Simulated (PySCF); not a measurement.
Compound: C₆H₁₂OSi.
Numbering: `[O:1]=[CH:2][C@@H:3]1[CH2:4][CH2:5][CH2:6][SiH2:7][CH2:8]1` (hydrogens: H9 on C2; H10 on C3; H11, H12 on C4; H13, H14 on C5; H15, H16 on C6; H17, H18 on Si7; H19, H20 on C8)

The same species was optimised twice, with GFN2-xTB and with PBE0-D3(BJ)/def2-SVP (PySCF), and the same property calculations (PySCF, gas phase) were run on both structures.

```
     coordinate  GFN2-xTB  PBE0-D3(BJ)/def2-SVP  change
     Si7–C8 (Å)     1.904                 1.889  -0.015
     C6–Si7 (Å)     1.900                 1.885  -0.015
      C2–C3 (Å)     1.502                 1.509  +0.007
      C3–C8 (Å)     1.534                 1.539  +0.005
      C5–C6 (Å)     1.528                 1.533  +0.005
      C3–C4 (Å)     1.532                 1.536  +0.004
      C4–C5 (Å)     1.528                 1.529  +0.001
      O1=C2 (Å)     1.199                 1.200  +0.001
   C2–C3–C8 (°)     106.7                 108.8    +2.1
   C3–C4–C5 (°)     113.0                 114.7    +1.7
   C4–C5–C6 (°)     112.6                 114.2    +1.6
   C4–C3–C8 (°)     112.1                 113.3    +1.2
   C2–C3–C4 (°)     110.1                 109.1    -1.0
  C6–Si7–C8 (°)     103.2                 104.1    +0.9
  C3–C8–Si7 (°)     110.4                 110.9    +0.5
   O1–C2–C3 (°)     125.9                 125.5    -0.4
O1–C2–C3–C4 (°)      -129                  -116     +13
```

Rotational constants: A = 3036, B = 1111, C = 878.1 MHz (GFN2-xTB) against A = 3059, B = 1095, C = 869.7 MHz (PBE0-D3(BJ)/def2-SVP). Point groups within 0.08 Å: C1 and C1.

On the GFN2-xTB structure: HOMO (eV) -7.12 [PBE0/pcSseg-1]; LUMO (eV) -0.57 [PBE0/pcSseg-1]; dipole (D) 3.08 [PBE0/pcSseg-1]; GIAO shielding of O1 (ppm) -329.5 [PBE0/pcSseg-1]; GIAO shielding of C2 (ppm) -20.0 [PBE0/pcSseg-1]; GIAO shielding of C3 (ppm) 134.7 [PBE0/pcSseg-1]; GIAO shielding of C4 (ppm) 155.3 [PBE0/pcSseg-1]; GIAO shielding of C5 (ppm) 160.1 [PBE0/pcSseg-1]; GIAO shielding of C6 (ppm) 176.2 [PBE0/pcSseg-1]; GIAO shielding of Si7 (ppm) 397.8 [PBE0/pcSseg-1]; GIAO shielding of C8 (ppm) 176.9 [PBE0/pcSseg-1].

Problem. What do these properties become on the PBE0-D3(BJ)/def2-SVP structure?

Solution. 
```tsv
property	level	on GFN2-xTB	on PBE0-D3(BJ)/def2-SVP	change
HOMO (eV)	PBE0/pcSseg-1	-7.12	-7.18	-0.06
LUMO (eV)	PBE0/pcSseg-1	-0.57	-0.63	-0.06
dipole (D)	PBE0/pcSseg-1	3.08	2.99	-0.09
energy, GFN2-xTB geometry as zero (kcal/mol)	PBE0/pcSseg-1	0.0	-1.2	-1.2
GIAO shielding of O1 (ppm)	PBE0/pcSseg-1	-329.5	-339.4	-9.9
GIAO shielding of C2 (ppm)	PBE0/pcSseg-1	-20.0	-21.2	-1.2
GIAO shielding of C3 (ppm)	PBE0/pcSseg-1	134.7	133.6	-1.1
GIAO shielding of C4 (ppm)	PBE0/pcSseg-1	155.3	155.3	0.0
GIAO shielding of C5 (ppm)	PBE0/pcSseg-1	160.1	159.3	-0.8
GIAO shielding of C6 (ppm)	PBE0/pcSseg-1	176.2	175.7	-0.5
GIAO shielding of Si7 (ppm)	PBE0/pcSseg-1	397.8	394.1	-3.7
GIAO shielding of C8 (ppm)	PBE0/pcSseg-1	176.9	176.8	-0.1
```

The heavy atoms differ by 0.062 Å rms after alignment. Among bonds between heavy atoms C6–Si7 and Si7–C8 change most and about equally (-0.015 Å). Changes are differences of the printed values. Neither structure is proved a minimum here.
